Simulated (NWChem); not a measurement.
# Correlation energy of HSi

```
Si
H 1 1.5402
```
Charge 0, spin multiplicity 2.

Program: NWChem. The geometry was optimised at UPBE0/def2-SVP, a minimum by its harmonic frequencies.

Basis set: 6-31G*. Each correlation energy counts from its own Hartree-Fock reference.

The correlated methods keep 5 core orbitals frozen. The Pople sets run with spherical d functions. This spin state was chosen for the runs; another may lie lower. The structure started from a generated list of species. The unpaired electrons of the parent sit in orbitals of symmetry b2 (C2v labels of the run); other states weren't searched. The stability of the SCF solutions was not checked. Open-shell Hartree-Fock references start from PBE0 orbitals. Coupled-cluster values serve here as a point of comparison, not as the truth.

Q: Order these methods by the correlation energy they give, lowest first: CCSD(T) on UHF, SCS-UMP2, CCSD on UHF, UMP2, CCSD on ROHF, CCSD[T] on ROHF.

A: CCSD[T] on ROHF (-78.4 mHa), CCSD on ROHF (-76.9 mHa), CCSD(T) on UHF (-75.2 mHa), CCSD on UHF (-73.8 mHa), SCS-UMP2 (-58.0 mHa), UMP2 (-52.5 mHa)
